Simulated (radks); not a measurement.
Results of a calculation; reference values are marked as such.
The nitrogen ion N2+, 5 electrons, occupied as [He] 2s1 2p2 (not the ground configuration).

Level of theory: Dirac Kohn-Sham, PBE, spin-unpolarised, spherical densities, finite nucleus; open shells fill j = l - 1/2 first; Fermi nuclear charge, rms radius 2.5582 fm (a radial shooting solver on a logarithmic mesh with Libxc functionals).

Energy parts (eV):
part                     energy
total                 -1427.669
kinetic                1426.313
electron-nucleus      -3200.675
Hartree                 501.102
exchange-correlation   -154.409

Orbitals (lengths in bohr, moments of r in powers of bohr; r(90%) holds 90 % of the orbital's charge):
| orbital | occ. | eigenvalue (eV) | <r^2> | <r> | <1/r> | r(90%) |
|---|---|---|---|---|---|---|
| 1s1/2 | 2 | -423.2061 | 0.07112 | 0.2293 | 6.649 | 0.411 |
| 2s1/2 | 1 | -48.8507 | 1.638 | 1.176 | 1.232 | 1.84 |
| 2p1/2 | 2 | -37.1836 | 1.627 | 1.146 | 1.136 | 1.89 |
| 2p3/2 | 0 | -37.1543 | 1.629 | 1.147 | 1.135 | 1.90 |

The highest occupied level is 2p1/2 at -37.184 eV. The density falls to 0.001 e/bohr^3 at r = 2.73 bohr. Summed over all electrons, <r^2> = 5.034 bohr^2, which gives a Langevin (diamagnetic) susceptibility term of -3.99 x 10^-6 cm^3/mol.
